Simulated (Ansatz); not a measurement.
Kohn–Sham single points on C$_{3}$H$_{7}$NOSi (`C#COC(N)[SiH3]`).

```yaml
crystal:
  periodic: [false, false, false]
  atoms:
    - {symbol: C, position_ang: [-1.397543, -2.544233, -0.512400]}
    - {symbol: C, position_ang: [-0.851958, -1.720714, 0.171786]}
    - {symbol: O, position_ang: [-0.257611, -0.841824, 0.900794]}
    - {symbol: C, position_ang: [0.646292, 0.095452, 0.144621]}
    - {symbol: N, position_ang: [1.617422, 0.632366, 0.994279]}
    - {symbol: Si, position_ang: [-0.417152, 1.472638, -0.635514]}
    - {symbol: H, position_ang: [-1.896718, -3.279912, -1.093578]}
    - {symbol: H, position_ang: [1.119236, -0.528187, -0.619425]}
    - {symbol: H, position_ang: [2.238864, -0.053695, 1.400412]}
    - {symbol: H, position_ang: [1.248033, 1.243140, 1.708455]}
    - {symbol: H, position_ang: [-0.739656, 2.434471, 0.451936]}
    - {symbol: H, position_ang: [0.371490, 2.153052, -1.692570]}
    - {symbol: H, position_ang: [-1.660500, 0.902745, -1.204196]}
basis:
  gaussian: {orbitals: def2-TZVPP}
hamiltonian: {xc: {name: BHLYP}, dispersion: d4}
output: {orbitals: {seedname: orbitals}}
```

```sh
$ ansatz run in.yaml --threads 4 --pin off --events-out ev --progress --plain --max-ram 10444MiB
```

Output, abridged:

```
Functional definition: BHLYP
1732 factors; their error is unknown
mean field evaluation 1: about -14629.6806 eV, gradient 5.4e1 eV
mean field evaluation 2: about -14631.3800 eV, gradient 4.6e1 eV
mean field evaluation 4: about -14635.6542 eV, gradient 3.4e0 eV
mean field evaluation 8: about -14635.6790 eV, gradient 2.7e-2 eV
mean field evaluation 16: about -14635.7720 eV, gradient 3.0e-4 eV
mean field -14635.77195094 eV, -537.8546987146 hartree, gradient 6.1e-5 eV, S^2 0.000000; 0 other end points of the search recorded, 0 dependent functions left out
reference -14635.77215401 eV, -537.8547061774 hartree; 27, 27 occupied and 268, 268 virtual orbitals, 1732 factors
Total energy: -14636.10879502 eV, -537.8670775063 hartree
```

It took 4.2 s on 4 threads of an Arm Neoverse V1 on a shared host, with 0.84 GiB of host memory at the peak.

With the line `hamiltonian: {xc: r2scan, dispersion: d4}` and forces (abridged; 6.5 s):

```
Functional definition: r2SCAN
mean field evaluation 16: about -14635.1719 eV, gradient 9.2e-3 eV
mean field -14635.17185421 eV, -537.8326455666 hartree, gradient 3.8e-5 eV, S^2 0.000000
Total energy: -14635.24637988 eV, -537.8353843341 hartree
Atom 0 force    -0.191533    -0.304362    -0.262961 eV/Å
Atom 1 force     0.071038     0.143020     0.134983 eV/Å
Atom 2 force    -0.214751    -0.212667     0.328504 eV/Å
Atom 3 force     0.205484     0.279205    -0.342098 eV/Å
Atom 4 force     0.107218     0.075340     0.044102 eV/Å
Atom 5 force    -0.038046     0.037703    -0.026918 eV/Å
Atom 6 force     0.026439     0.043786     0.042129 eV/Å
Atom 7 force     0.008323    -0.025892     0.013063 eV/Å
Atom 8 force     0.018009    -0.022633     0.025259 eV/Å
Atom 9 force    -0.010481     0.005425     0.027666 eV/Å
Atom 10 force     0.010654    -0.021572    -0.018254 eV/Å
Atom 11 force    -0.017966    -0.008860     0.021514 eV/Å
Atom 12 force     0.025612     0.011507     0.013010 eV/Å
Dipole moment:     0.303715     0.221892     0.063620 e Å
```

With the line `hamiltonian: {xc: {name: wB97M-V}}` and forces (abridged; 15 s):

```
Functional definition: wB97M-V
mean field evaluation 16: about -14636.5252 eV, gradient 1.8e-4 eV
mean field -14636.52520305 eV, -537.8823802191 hartree, gradient 3.1e-5 eV, S^2 0.000000
Total energy: -14636.52525977 eV, -537.8823823036 hartree
Atom 0 force     0.074251     0.112026     0.083445 eV/Å
Atom 1 force    -0.313922    -0.473907    -0.405873 eV/Å
Atom 2 force     0.191636     0.315957     0.339036 eV/Å
Atom 3 force    -0.165392    -0.092042    -0.346052 eV/Å
Atom 4 force     0.201292     0.095643     0.206877 eV/Å
Atom 5 force    -0.067360     0.078160    -0.038697 eV/Å
Atom 6 force     0.035453     0.052960     0.040811 eV/Å
Atom 7 force    -0.028089     0.042325     0.066126 eV/Å
Atom 8 force    -0.038442     0.031147    -0.011778 eV/Å
Atom 9 force     0.009002    -0.026988    -0.017541 eV/Å
Atom 10 force     0.042653    -0.111573    -0.114226 eV/Å
Atom 11 force    -0.087465    -0.084423     0.126826 eV/Å
Atom 12 force     0.146382     0.060715     0.071046 eV/Å
Dipole moment:     0.276500     0.207598     0.034889 e Å
```

With the line `hamiltonian: {xc: {name: revPBE}, dispersion: d4}` (abridged; 2.7 s):

```
Functional definition: revPBE
mean field evaluation 16: about -14636.0368 eV, gradient 7.7e-4 eV
mean field -14636.03679039 eV, -537.8644313847 hartree, gradient 4.3e-5 eV, S^2 0.000000
Total energy: -14636.93013326 eV, -537.8972611298 hartree
```

The same input with `hamiltonian: {xc: pbe, dispersion: d4}` and forces (abridged; 3.3 s):

```
Functional definition: PBE
mean field evaluation 16: about -14627.4364 eV, gradient 9.1e-3 eV
mean field -14627.43642491 eV, -537.5483737831 hartree, gradient 3.0e-5 eV, S^2 0.000000
Total energy: -14627.72282562 eV, -537.5588988148 hartree
Atom 0 force    -0.475671    -0.728887    -0.611903 eV/Å
Atom 1 force     0.271511     0.446522     0.413376 eV/Å
Atom 2 force    -0.141274    -0.043757     0.592139 eV/Å
Atom 3 force     0.181870     0.297238    -0.211937 eV/Å
Atom 4 force     0.142672     0.158669    -0.182483 eV/Å
Atom 5 force    -0.015724     0.028474    -0.045130 eV/Å
Atom 6 force    -0.101628    -0.147521    -0.112237 eV/Å
Atom 7 force     0.100365    -0.137921    -0.177208 eV/Å
Atom 8 force     0.238976    -0.224229     0.147332 eV/Å
Atom 9 force    -0.108046     0.224552     0.248784 eV/Å
Atom 10 force    -0.031459     0.101057     0.114147 eV/Å
Atom 11 force     0.072188     0.081287    -0.114657 eV/Å
Atom 12 force    -0.133781    -0.055485    -0.060222 eV/Å
Dipole moment:     0.304919     0.214729     0.074979 e Å
```

The same input with `hamiltonian: {xc: {name: wB97X-V}}` (abridged; 10 s):

```
Functional definition: wB97X-V
mean field evaluation 16: about -14636.3569 eV, gradient 2.2e-4 eV
mean field -14636.35694924 eV, -537.8761970054 hartree, gradient 2.4e-5 eV, S^2 0.000000
Total energy: -14636.35694690 eV, -537.8761969193 hartree
```
